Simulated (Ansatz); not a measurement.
Ansatz (an electronic-structure program) input:

Ansatz 0.2 input:
```yaml
crystal:
  periodic: [false, false, false]
  atoms:
    - {symbol: B, position_ang: [0.69591944, 0.23306312, -0.11186508]}
    - {symbol: O, position_ang: [1.07728501, 1.42157826, 0.29926586]}
    - {symbol: C, position_ang: [-0.26658478, -0.93430802, 0.03338347]}
    - {symbol: O, position_ang: [-1.40394228, -0.85576297, -0.44604390]}
    - {symbol: H, position_ang: [0.63242677, 1.80210014, 1.07246661]}
    - {symbol: H, position_ang: [0.10074296, -1.88809008, 0.46078218]}
basis:
  gaussian:
    orbitals: def2-TZVP
hamiltonian:
  xc: b3lyp
  dispersion: d3bj
magnetization: {spin_polarized: true, initial_magnetization: 1}
phonons: {temperatures: {t_min: 298.15, t_max: 298.15, t_step: 100}}
```

Task: Which total energy does the run end on?

Result: -214.66026 Eh (B3LYP-D3(BJ)/def2-TZVP). The basis has 136 functions.

It need not be the lowest isomer of its formula.
